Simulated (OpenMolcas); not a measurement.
## Au3+: effect of the active space

```yaml
Program: OpenMolcas 26.06
Method: CASSCF
Basis: ANO-RCC-VQZP
Scalar_Hamiltonian: DKH2, point nucleus
Spin-orbit_coupling: state interaction with AMFI integrals over the reference wave functions, term energies averaged over their components
```

A. 8 electrons in 5 orbitals (5d); 2S+1 = 3 even, 10 roots; 2S+1 = 1 even, 15 roots; cost about 13 core-seconds
B. 8 electrons in 10 orbitals (5d 6d); 2S+1 = 3 even, 10 roots; 2S+1 = 1 even, 15 roots; cost about 70 core-seconds

Energies in eV above 5d8 3F4, the measured ground level; measured values from Zainab et al., Astrophys. J. Suppl. Ser. 267, 12 (2023).

```csv
Level,A,B,Measured
5d8 3F4,0.0000,0.0000,0.0000
5d8 3F3,1.5179,1.5220,1.5242
5d8 3P2 [53 %],2.5652,2.5494,
5d8 3P0,2.9205,2.8447,2.2547
5d8 3P1,3.2656,3.2439,2.6644
5d8 1G4,3.6628,3.6426,3.1867
5d8 1S0,7.7706,7.7288,6.8536
```

Deviations, from unrounded energies. A percentage is the sum of absolute deviations over the sum of measured energies, with the sign that they share, or ± where signs differ.

```tsv
Against measurement	Levels	A	B
mean absolute deviation (cm-1)	5	4300	4000
fine structure of the ground term (%)	1	-0.4	-0.1
other terms of the ground configuration (%)	4	+17.8	+16.7
```

B lies closest to measurement on these levels. The largest miss of B in the table is 5d8 1S0, by +7100 cm-1. The ranking rests on the paired levels alone, and a cruder setting can come out closer through cancelling errors.

Between A and B the level of the table that moves most is 5d8 3P0, by 610 cm-1 (lowest in B, highest in A).

Without dynamic correlation excited terms often stand tens of per cent too high (terms of higher spin than the ground term too low), and those without a measured partner can miss by more than the paired ones. Active for correlation alone: 6d; no level in the range computed is led by a configuration that fills it, so any true level of that kind is missing (holds for B). Measured partners are found by configuration, term and J. A level has none where our copy of the source lacks it or the pairing is in doubt (some pairs that miss far off the trend of their configuration count as doubtful), and it then counts in no deviation. Only configurations of the active space appear. The table leaves out levels that lie high or whose names do not pair safely across all columns.

A share in square brackets marks a mixed level and gives the weight of the term that names it, the lowest over the columns.
